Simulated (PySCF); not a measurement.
**30-crown-10 (C20H40O10): Orbital levels and atomic charges**

System: 30-crown-10 (C20H40O10), SMILES C1COCCOCCOCCOCCOCCOCCOCCOCCOCCO1.

Cartesian coordinates (Å):
```
  1 C     4.518    2.105    1.934
  2 C     5.005    0.656    1.844
  3 O     4.386    0.002    0.759
  4 C     4.798   -1.339    0.643
  5 C     4.132   -1.983   -0.568
  6 O     4.642   -3.300   -0.659
  7 C     4.222   -4.016   -1.793
  8 C     2.761   -4.474   -1.729
  9 O     1.940   -3.454   -2.252
 10 C     0.559   -3.693   -2.125
 11 C    -0.017   -3.279   -0.763
 12 O    -0.350   -1.911   -0.837
 13 C    -0.520   -1.252    0.388
 14 C    -1.659   -1.793    1.261
 15 O    -2.868   -1.715    0.547
 16 C    -3.979   -2.187    1.272
 17 C    -5.247   -2.063    0.418
 18 O    -5.807   -0.776    0.404
 19 C    -5.071    0.168   -0.351
 20 C    -5.852    1.487   -0.342
 21 O    -5.169    2.527   -1.001
 22 C    -4.148    3.140   -0.238
 23 C    -3.101    3.712   -1.189
 24 O    -2.015    4.167   -0.419
 25 C    -0.894    4.531   -1.188
 26 C     0.292    4.738   -0.254
 27 O     0.764    3.478    0.159
 28 C     1.836    3.564    1.064
 29 C     2.164    2.160    1.585
 30 O     3.234    2.207    2.506
 31 H     5.190    2.657    2.597
 32 H     4.548    2.554    0.936
 33 H     6.098    0.648    1.712
 34 H     4.766    0.141    2.786
 35 H     4.534   -1.905    1.550
 36 H     5.891   -1.395    0.520
 37 H     4.376   -1.413   -1.475
 38 H     3.043   -1.982   -0.452
 39 H     4.354   -3.417   -2.704
 40 H     4.875   -4.890   -1.831
 41 H     2.636   -5.392   -2.325
 42 H     2.504   -4.706   -0.686
 43 H     0.077   -3.075   -2.886
 44 H     0.339   -4.752   -2.321
 45 H    -0.910   -3.883   -0.547
 46 H     0.723   -3.451    0.033
 47 H     0.409   -1.284    0.981
 48 H    -0.736   -0.216    0.117
 49 H    -1.712   -1.186    2.179
 50 H    -1.464   -2.837    1.559
 51 H    -4.106   -1.610    2.200
 52 H    -3.829   -3.245    1.541
 53 H    -6.021   -2.705    0.845
 54 H    -5.014   -2.396   -0.603
 55 H    -4.946   -0.184   -1.385
 56 H    -4.073    0.309    0.080
 57 H    -6.087    1.758    0.696
 58 H    -6.791    1.354   -0.884
 59 H    -3.647    2.422    0.420
 60 H    -4.569    3.942    0.385
 61 H    -2.782    2.918   -1.880
 62 H    -3.533    4.530   -1.784
 63 H    -1.095    5.460   -1.745
 64 H    -0.644    3.735   -1.903
 65 H    -0.031    5.329    0.615
 66 H     1.087    5.290   -0.781
 67 H     1.576    4.209    1.917
 68 H     2.719    3.999    0.568
 69 H     2.387    1.489    0.750
 70 H     1.300    1.773    2.129
```

Method: PBE0/def2-SVP, gas phase, PySCF, fitting set def2-universal-JFIT up to Ne and JKFIT beyond, grid level 1.

**Question.** Give the orbital energies near the gap.

**Answer.** 
| orbital | eV |
| --- | --- |
| HOMO-4 | -7.30 |
| HOMO-3 | -7.19 |
| HOMO-2 | -7.10 |
| HOMO-1 | -7.06 |
| HOMO | -6.97 |
| LUMO | 1.27 |
| LUMO+1 | 1.77 |
| LUMO+2 | 1.82 |
| LUMO+3 | 1.98 |

**Question.** Give the partial charges of the non-hydrogen atoms.

**Answer.** 
| atom | Mulliken | IAO | Hirshfeld |
| --- | --- | --- | --- |
| C1 | 0.17 | -0.05 | 0.00 |
| C2 | 0.15 | -0.06 | 0.00 |
| O3 | -0.42 | -0.39 | -0.12 |
| C4 | 0.16 | -0.04 | 0.00 |
| C5 | 0.17 | -0.04 | 0.00 |
| O6 | -0.43 | -0.40 | -0.14 |
| C7 | 0.18 | -0.05 | 0.00 |
| C8 | 0.12 | -0.06 | 0.00 |
| O9 | -0.42 | -0.39 | -0.13 |
| C10 | 0.18 | -0.05 | 0.00 |
| C11 | 0.15 | -0.06 | 0.00 |
| O12 | -0.41 | -0.38 | -0.13 |
| C13 | 0.18 | -0.05 | 0.00 |
| C14 | 0.12 | -0.06 | 0.00 |
| O15 | -0.41 | -0.39 | -0.12 |
| C16 | 0.12 | -0.06 | 0.00 |
| C17 | 0.19 | -0.05 | 0.00 |
| O18 | -0.43 | -0.39 | -0.14 |
| C19 | 0.15 | -0.06 | -0.01 |
| C20 | 0.16 | -0.05 | 0.00 |
| O21 | -0.43 | -0.40 | -0.14 |
| C22 | 0.16 | -0.04 | 0.00 |
| C23 | 0.17 | -0.04 | 0.00 |
| O24 | -0.43 | -0.39 | -0.13 |
| C25 | 0.17 | -0.04 | 0.00 |
| C26 | 0.17 | -0.04 | 0.00 |
| O27 | -0.42 | -0.39 | -0.13 |
| C28 | 0.16 | -0.05 | -0.01 |
| C29 | 0.15 | -0.05 | 0.00 |
| O30 | -0.43 | -0.40 | -0.14 |
